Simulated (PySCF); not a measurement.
cyclopent-3-en-1-ol (C5H8O), SMILES C1C(O)CC=C1.

The structure is a stationary point at B3LYP-D3(BJ)/def2-SVP. Other conformers were not sampled.

Two levels are set side by side: PBE/def2-TZVP (PySCF) and B3LYP/def2-TZVP (PySCF). Same geometry, gas phase. Differences are taken from unrounded values.

```
quantity                       PBE
---------------------------  -----
orbital gap (eV)              5.29
highest occupied level (eV)  -6.06
lowest empty level (eV)      -0.78
dipole moment (D)             1.47
mean polarisability (bohr³)   62.3
```

These are the PBE values. What does B3LYP give? (The exact figures need the calculation; the answer reports its results.)


```tsv
quantity	B3LYP	PBE minus B3LYP
orbital gap (eV)	6.98	-1.69
highest occupied level (eV)	-6.98	0.91
lowest empty level (eV)	0.00	-0.78
dipole moment (D)	1.59	-0.12
mean polarisability (bohr³)	60.8	1.5
```

Without exact exchange PBE keeps part of each electron's self-repulsion, which lifts occupied levels and narrows the gap. Differences between two approximate levels are no errors against the true value.

Rough cost on one machine, each run with all the roots and properties that it gave: B3LYP against PBE within a factor of 2.
